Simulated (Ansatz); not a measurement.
Relaxation of ClFGaH$_{3}$ (6 atoms, charge 0, multiplicity 1), to a largest force component of 0.03 eV/Å in at most 50 steps.

The calculation used RKS B3LYP-D4/def2-SVP in Ansatz.

```xyz
6
Properties=species:S:1:pos:R:3:forces:R:3
Ga -0.049 -0.525 -0.449 0.10 0.76 -0.40
H -0.050 -0.013 2.273 0.09 1.68 0.61
H 1.315 0.148 -0.724 0.00 0.00 -0.01
Cl -1.950 0.228 -1.094 -0.04 0.02 -0.01
F -0.150 -2.037 0.383 -0.06 -0.92 0.24
H -0.090 -0.688 2.028 -0.09 -1.53 -0.42
```

Q: Where does it end, and by what steps?

A: The forces met the threshold. The force dipped under the threshold on the way, but the program's further checks kept it going. After 10 steps the energy has fallen by 0.088 eV; F5 moved furthest, 0.32 Å.

| step | energy less start (eV) | largest force component (eV/Å) | accepted |
| --- | --- | --- | --- |
| 0 | 0.0000 | 1.680 | yes |
| 1 | -0.0735 | 0.209 | yes |
| 2 | -0.0686 | 0.322 | no |
| 3 | -0.0789 | 0.188 | yes |
| 4 | -0.0841 | 0.066 | yes |
| 5 | -0.0860 | 0.016 | yes |
| 6 | -0.0856 | 0.198 | no |
| 7 | -0.0874 | 0.025 | yes |
| 8 | -0.0874 | 0.022 | yes |
| 9 | -0.0869 | 0.072 | no |
| 10 | -0.0877 | 0.014 | yes |

```xyz
6
Properties=species:S:1:pos:R:3
Ga -0.032 -0.576 -0.418
H -0.113 0.150 2.111
H 1.330 0.128 -0.618
Cl -1.945 0.264 -0.917
F -0.116 -2.242 0.134
H -0.097 -0.612 2.126
```

Whether the end is a true minimum wasn't checked by a vibrational analysis.

Run time: 37 s on 1 thread of Arm Neoverse V1, with other jobs on the host, peak memory 0.16 GiB.
